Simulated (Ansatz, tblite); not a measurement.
Forces on the cluster TiAl6⁺ at its r2SCAN-D4/def2-SVP geometry. The state is a doublet with charge 1.

The xTB rows come from tblite. At PBE-D4/def2-TZVP the charge 1 doublet is spin-contaminated (final ⟨S²⟩ up to 1.67, 0.75 for a pure state). Another isomer (doublet) lies 1.87 eV lower at PBE0-D4/def2-TZVP; other spin states weren't run for this one.

GFN2-xTB (tblite), largest force 4.01 eV/Å:

```xyz
7
positions Å, forces eV/Å
Ti   -0.038    0.549    0.728   -0.049    2.352    3.245
Al    0.188    0.701   -1.768   -0.164   -0.321   -0.717
Al    1.433   -1.292   -0.136    0.220   -0.569   -0.567
Al   -1.410   -1.234   -0.383   -0.229   -0.373   -0.697
Al    2.352    1.413   -0.233    0.209   -0.296   -0.371
Al   -0.305   -1.808    2.062    0.101   -0.418   -0.274
Al   -2.219    1.671   -0.271   -0.088   -0.375   -0.619
```

PBE-D4/def2-TZVP (Ansatz), largest force 0.34 eV/Å:

```
Ti 0.054 -0.094 -0.083
Al -0.007 0.070 -0.145
Al 0.048 -0.097 -0.074
Al -0.144 -0.087 -0.035
Al 0.245 0.229 0.051
Al -0.051 -0.131 0.299
Al -0.144 0.109 -0.013
```
